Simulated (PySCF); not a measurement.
## Exercise with solution: refractive index and permittivity of the vapour

TiCl₃, SMILES [Cl][Ti]([Cl])[Cl] (connectivity only; charge and spin as stated), neutral, multiplicity 2.

Geometry: r2SCAN-D4/def2-SVP. The multiplicity is an assumed one; other spin states were not compared. The isomer is the one that the SMILES or the coordinates give; other isomers of the formula were not compared.

PySCF with M06-2X/def2-TZVPD gives a mean static polarisability of 74.2 bohr³ and a dipole moment of 0.00 D. Take an ideal gas at 298.15 K and 1 bar, whether or not the substance is that volatile.

Q: Work out n − 1 in the optical limit and the static ε − 1.

A: 
Polarisability volume α' = 74.2 × 0.148185 = 11.00 Å³. Number density N = p/kT = 2.43e-5 Å⁻³.
Dilute limit of Lorentz–Lorenz: n − 1 = 2π N α' = 0.0017.
Orientation term of Debye: μ²/(3kT) = 8.098 Å³ × μ²(D²) = 0.00 Å³.
ε − 1 = 4π N (α' + μ²/3kT) = 0.0034. With no permanent dipole, ε equals n² in this model. Vibrational polarisation and dispersion are left out.
